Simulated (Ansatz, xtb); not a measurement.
**C6H9ClO: 5 structures ranked**

5 gas-phase structures of C6H9ClO, from a drawn sample of its isomers (lower ones may exist). Each was relaxed with GFN2-xTB; where two conformers were screened, the lower at r2SCAN-D4/def2-SVP is listed:

A. `C=C[C@@H]1COC[C@H]1Cl`, a singlet
B. `C=C[C@@H]1COC[C@@H]1Cl`, a singlet
C. `C=C[C@@H]1C[C@@H](Cl)CO1`, a singlet
D. `C=C[C@@]1(Cl)CCOC1`, a singlet
E. `C=C[C@@H]1C[C@H](Cl)CO1`, a singlet

**Question.** Make a reasoned guess at their ranking by r2SCAN-D4/def2-SVP single-point energy.

**Answer.** Calculated order at r2SCAN-D4/def2-SVP: C (0.000), E (0.036), D (0.098), B (0.122), A (0.129) eV. Less than 1 kcal/mol parts C and E; D and B; B and A, so the order within those pairs means little.

Energies above the lowest of each column, in eV; the last columns are at B3LYP-D3(BJ)/def2-SVP geometries:

```tsv
structure	GFN2-xTB	HF/STO-3G	r2SCAN-D4/def2-SVP	B3LYP-D3(BJ)/def2-SVP	CCSD(T)/def2-SVP + ΔMP2/def2-TZVPP
C	0.067	0.004	0.000	0.000	0.000
E	0.045	0.000	0.036	0.017	0.036
D	0.000	0.045	0.098	0.040	0.036
B	0.091	0.043	0.122	0.055	0.059
A	0.046	0.010	0.129	0.091	0.060
```

CCSD(T)/def2-SVP + ΔMP2/def2-TZVPP has C and D and E within 1 kcal/mol of each other at the bottom, and every level picks one of them. CCSD(T)/def2-SVP + ΔMP2/def2-TZVPP orders those it was run on as C (0.000), D (0.036), E (0.036), B (0.059), A (0.060) eV. Less than 1 kcal/mol parts C and D; D and E; E and B; B and A, so the order within those pairs means little. Flexible structures stand in one conformer each, not always the lowest. ΔMP2 is the change of the MP2 energy from the smaller to the larger basis.

Over these structures GFN2-xTB departs from r2SCAN-D4/def2-SVP by 0.052 eV on average once a common shift is removed. A GFN2-xTB relaxation took about 0.17 s and the r2SCAN-D4/def2-SVP energy about 2.5 s on a shared host (Ansatz 0.2.0, xtb 6.7.1).
